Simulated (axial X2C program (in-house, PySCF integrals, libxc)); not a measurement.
# Spin–orbit effects along a row: molecules with Se (ions), PBE0

Calculated with an in-house relativistic program for diatomic molecules, spin-free (one-electron X2C) or two-component (2c: spin–orbit coupling with atomic mean-field Coulomb and Gaunt terms, which also bring small scalar terms), in Dyall basis sets with cores contracted in-house; open shells are unrestricted.

Basis sets: B dyall-av3z, Be dyall-av3z, C dyall-av3z, F dyall-av3z, Li dyall-av3z, N dyall-av3z, O dyall-av3z, Se dyall-acv3z.

| molecule | spin-free state | Re (Å) | ωe (cm⁻¹) | De (eV) | 2c state | Re 2c (Å) | ωe 2c (cm⁻¹) | De 2c (eV) |
| --- | --- | --- | --- | --- | --- | --- | --- | --- |
| LiSe⁻ | M_S = 0, Λ = 0 | 2.175 | 572.0 | 2.15 | Ω = 0 | 2.176 | 569.2 | 2.12 |
| BeSe⁻ | M_S = 1/2, Λ = 0 | 1.936 | 757.2 | 3.39 | Ω = 1/2 | 1.936 | 756.4 | 3.36 |
| BSe⁻ | M_S = 0, Λ = 0 | 1.825 | 813.8 | 5.25 | Ω = 0 | 1.825 | 813.1 | 5.21 |
| CSe⁻ | M_S = 1/2, Λ = 1 | 1.770 | 822.9 | 4.57 | Ω = 1/2 | 1.771 | 820.5 | 4.57 |
| SeN⁻ | M_S = 1, Λ = 0 | 1.742 | 773.9 | 3.42 | Ω = 1 | 1.742 | 772.7 | 3.38 |
| SeO⁻ | M_S = 1/2, Λ = 1 | 1.716 | 773.7 | 3.82 | Ω = 3/2 | 1.716 | 774.3 | 3.85 |
| SeF⁻ | M_S = 0, Λ = 0 | 1.842 | 556.6 | 2.47 | Ω = 0 | 1.844 | 551.8 | 2.42 |

Problem. Work out the shifts from the spin-free to the two-component result.

Solution. 

| molecule | 2c state | ΔRe (Å) | Δωe (cm⁻¹) | ΔDe (eV) |
| --- | --- | --- | --- | --- |
| LiSe⁻ | Ω = 0 | 0.001 | -2.8 | -0.03 |
| BeSe⁻ | Ω = 1/2 | 0.000 | -0.8 | -0.03 |
| BSe⁻ | Ω = 0 | 0.000 | -0.7 | -0.04 |
| CSe⁻ | Ω = 1/2 | 0.001 | -2.4 | 0.00 |
| SeN⁻ | Ω = 1 | 0.000 | -1.2 | -0.04 |
| SeO⁻ | Ω = 3/2 | 0.000 | 0.6 | 0.03 |
| SeF⁻ | Ω = 0 | 0.002 | -4.8 | -0.05 |

Shifts of one unit in the last digit are rounding.

Fragments in 2c: Se- + Li, Se- + Be, Se- + B, Se- + C, Se- + N, Se- + O, Se + F-. Each entry is the lowest single determinant of a limited PBE0 search at one distance. De goes to single-determinant-based atoms at the same level (for ions the charge split of lowest energy) and is withheld (n/a) where an atom does not fit its ground term or J level. Main or longest-lived isotopes. One determinant is a doubtful description, or other states lie close, for SeN⁻; these need not be ground states, and all values refer to the states named. Some open-shell Ω = 0 determinants are out of reach, so the Ω given for SeN⁻ need not be the lowest component. With several unpaired electrons the Ω given is that of one determinant, not necessarily of the lowest component. Some light 2c atoms are not at their ground J level, so De misses part of their lowering (0.04 eV or less). The functionals have no current term, which raises determinants with orbital currents.
